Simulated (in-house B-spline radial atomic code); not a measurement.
Results of a calculation; reference values are marked as such.
**Building a PAW p channel for Br, r_c = 1.55 bohr**

Br, [Ar] 3d10 4s2 4p5, non-relativistic LDA (VWN5), spherical and spin-unpolarised, from an all-electron radial atomic-structure program (B-spline basis) (atomic units; all potentials screened as in the neutral atom).

Two all-electron partial waves φ1, φ2 are integrated outwards at E1 = ε(4p) = -0.295334 and E2 = E1 + 1.5 hartree; φ1 is the bound orbital and φ2 has unit norm inside r_c = 1.5498 bohr. Smooth partners are polynomials, r^2(a0 + a1 r² + a2 r⁴ + a3 r⁶), matched to φ and three derivatives at r_c, with no condition on the norm. The local potential is -10.8406 + (10.5849) r² + (-4.43835) r⁴ + (0.694764) r⁶ inside 1.2688 bohr and the all-electron one outside.

```csv
wave,φ(r_c),φ'(r_c),a0,a1,a2,a3
1,0.7399259,0.1237649,0.6388657,-0.1440443,-0.005598635,0.003426096
2,0.8955281,-1.927239,2.068808,-1.025689,0.1445296,-0.004778735
```

Inside r_c the overlaps are <φi φj> = [[0.27414, 0.51228], [0.51228, 1.00000]] and, for the smooth waves, [[0.28804, 0.56408], [0.56408, 1.16738]]. With χj = (Ej − T − V_local) applied to smooth wave j, the program's quadrature gives the matrix B_ij = <smooth i, χj> as [[0.36930, 0.99322], [0.91553, 2.49634]].

Problem. Check the match of the first wave, and find the augmentation charges q_ij.

Solution. At r_c the four terms are 1.53448, -0.83100, -0.07758, 0.11403, which sum to 0.7399, φ1(r_c) to rounding. q_ij is the all-electron overlap less the smooth one: [[-0.01391, -0.05179], [-0.05179, -0.16738]]. The smooth first wave has a norm of 0.2880 inside r_c against 0.2741, so q11 is negative and must stay small enough for the overlap operator to be positive.

Problem. B isn't symmetric. Show that D_ij = B_ij + Ej q_ij is.

Solution. Integrating by parts gives B12 − B21 = (E1 − E2) q12: 0.99322 − (0.91553) = 0.07769, and −1.5 × (-0.05179) = 0.07769. So D12 = 0.99322 + (1.204666)(-0.05179) = 0.93082 and D21 = 0.91553 + (-0.295334)(-0.05179) = 0.93082; D11 = 0.37341, D22 = 2.29470. The projectors, p = (B⁻¹)ᵀ χ, are dual to the smooth waves; det B = 0.013, small beside B11 B22, as the two smooth waves look alike inside r_c.

Solving (T + V_local + Σ p D p) ψ = E (1 + Σ p q p) ψ in a sphere of 9 bohr, whose wall lifts the free-atom level a little, gives these levels:

```csv
all-electron,one projector,two projectors
-0.295313,-0.295313,-0.295313
0.089055,0.088806,0.089051
0.390356,0.388768,0.390343
0.852553,0.845639,0.852543
1.461230,1.437240,1.461210
```

Problem. What does the second projector gain?

Solution. With one projector the errors are 0.00, -0.25, -1.59, -6.91, -23.99 millihartree. With two the errors are 0.00, 0.00, -0.01, -0.01, -0.02 millihartree. The scattering is exact at E1 and at E2 = 1.205, and over all levels compared the largest error is 0.02 millihartree. The lowest eigenvalue of the overlap operator is 0.8802 with one and 0.4155 with two projectors. The smooth orbital alone needs a cutoff of 9.33 hartree for 1 millihartree of kinetic energy, against 12.5 for a norm-conserving Troullier-Martins orbital of the same radius; part of the gain comes from giving up the norm, part from the simpler form.
